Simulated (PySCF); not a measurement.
MgFCl, SMILES [F][Mg][Cl].

Coordinates come from a B3LYP-D3(BJ)/def2-TZVP optimisation.

Computed with TDA-CAM-B3LYP/def2-TZVPD run with PySCF.

Vertical excitations; the highest root listed may be one member of a degenerate set. Gas-phase values at a fixed geometry. State labels are in the subgroup C2v.

| state | symmetry | energy (eV) | λ (nm) | f | main pairs |
|---|---|---|---|---|---|
| S1 | B2 | 5.99 | 207 | 0.043 | HOMO→LUMO (degenerate set) |
| S2 | B1 | 5.99 | 207 | 0.043 | HOMO−1→LUMO (degenerate set) |
| S3 | A1 | 7.19 | 172 | 0.129 | HOMO−2→LUMO 84 % |
| S4 | B2 | 7.20 | 172 | 0.045 | HOMO−3→LUMO (degenerate set) |
| S5 | B1 | 7.20 | 172 | 0.045 | HOMO−4→LUMO (degenerate set) |
| S6 | A2 | 7.75 | 160 | 0.000 | HOMO→LUMO+1 43 %, HOMO−1→LUMO+2 43 % |
| S7 | A2 | 7.77 | 159 | 0.000 | HOMO−1→LUMO+2, HOMO→LUMO+1 (degenerate set) |
| S8 | A1 | 7.77 | 159 | 0.000 | HOMO−1→LUMO+1, HOMO→LUMO+2 (degenerate set) |
| S9 | A1 | 8.16 | 152 | 0.054 | HOMO−5→LUMO 83 % |
| S10 | A1 | 8.69 | 143 | 0.283 | HOMO−1→LUMO+1 37 %, HOMO→LUMO+2 37 %, HOMO−2→LUMO 11 % |
| T1 | B1 | 5.73 | 216 | 0 | HOMO−1→LUMO (degenerate set) |
| T2 | B2 | 5.73 | 216 | 0 | HOMO→LUMO (degenerate set) |
| T3 | A1 | 6.54 | 189 | 0 | HOMO−2→LUMO 93 % |
| T4 | B1 | 6.92 | 179 | 0 | HOMO−4→LUMO 94 % |
Triplets are in the Tamm–Dancoff approximation.
